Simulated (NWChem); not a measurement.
System meant: MoNHSCl$_{2}$; SMILES [Mo](=[NH])(=[S])([Cl])[Cl]

NWChem input:

```
start job
memory heap 200 mb stack 900 mb global 1100 mb
geometry units angstroms noautoz
  Mo    -0.000488     0.204964     0.000000
  N      0.010575     1.904502     0.000000
  H      0.443447     2.828489     0.000000
  S      1.999160    -0.431791     0.000000
  Cl    -1.006963    -0.474067     1.911597
  Cl    -1.006963    -0.474067    -1.911597
end
basis spherical
  * library def2-svp
end
ecp
  Mo library def2-ecp
end
dft
  xc b3lyp
  iterations 4
  mulliken
end
task dft energy
```

End of the output:

```
    Atom       Charge   Shell Charges
 -----------   ------   -------------------------------------------------------
    1 Mo  14    14.76   0.00  0.98  0.93  0.36  0.15  5.64  1.05  0.52  3.34  1.69  0.09
    2 N    7     6.87   1.97  0.79  0.47  2.07  1.53  0.03
    3 H    1     0.89   0.57  0.20  0.12
    4 S   16    15.78   2.00  1.96  0.99  0.64  5.81  1.93  2.40  0.05
    5 Cl  17    16.85   2.00  1.96  1.03  0.73  5.82  2.28  3.02  0.02
    6 Cl  17    16.85   2.00  1.96  1.03  0.73  5.82  2.28  3.02  0.02

 center of mass
 --------------
 x =  -0.01988981 y =  -0.00854592 z =   0.00000000

 moments of inertia (a.u.)
 ------------------
        1213.100307123063          -0.000000000000           0.000000000000
          -0.000000000000        1624.028183050516           0.000000000000
           0.000000000000           0.000000000000        1011.839250445764

     Multipole analysis of the density
     ---------------------------------

     L   x y z        total         alpha         beta         nuclear
     -   - - -        -----         -----         ----         -------
     0   0 0 0      0.000000    -36.000000    -36.000000     72.000000

     1   1 0 0      0.028722      0.783932      0.783932     -1.539143
     1   0 1 0      1.456457      5.650694      5.650694     -9.844931
     1   0 0 1     -0.000000     -0.000000     -0.000000      0.000000

     2   2 0 0    -51.786107   -202.373084   -202.373084    352.960061
     2   1 1 0      2.221635      0.644979      0.644979      0.931677
     2   1 0 1      0.000000      0.000000      0.000000      0.000000
     2   0 2 0    -43.323477   -101.126406   -101.126406    158.929335
     2   0 1 1      0.000000      0.000000      0.000000      0.000000
     2   0 0 2    -52.243957   -247.961681   -247.961681    443.679404

 ------------------------------------------------------------------------
 dft energy failed                                                                                  0
 ------------------------------------------------------------------------
 ------------------------------------------------------------------------
  current input line :
    22: task dft energy
 ------------------------------------------------------------------------
 ------------------------------------------------------------------------
 This type of error is most commonly associated with calculations not reaching convergence criteria
 ------------------------------------------------------------------------
 For more information see the NWChem manual at https://nwchemgit.github.io

0:dft energy failed:Received an Error in Communication
```

**Question.** Can this run be used? If not, why, and what is the fix?

**Answer.** The run did not converge; its last values are not results. Cause: the SCF was allowed too few iterations. This input runs:
```
start job
memory heap 200 mb stack 900 mb global 1100 mb
geometry units angstroms noautoz
  Mo    -0.000488     0.204964     0.000000
  N      0.010575     1.904502     0.000000
  H      0.443447     2.828489     0.000000
  S      1.999160    -0.431791     0.000000
  Cl    -1.006963    -0.474067     1.911597
  Cl    -1.006963    -0.474067    -1.911597
end
basis spherical
  Mo library def2-svp
  N library def2-svp
  H library def2-svp
  S library def2-svp
  Cl library def2-svp
end
ecp
  Mo library def2-ecp
end
dft
  xc b3lyp
  iterations 150
  mulliken
end
task dft energy
```
It converges to -1441.91656 Ha (B3LYP/def2-SVP with def2 effective core potentials on Mo).
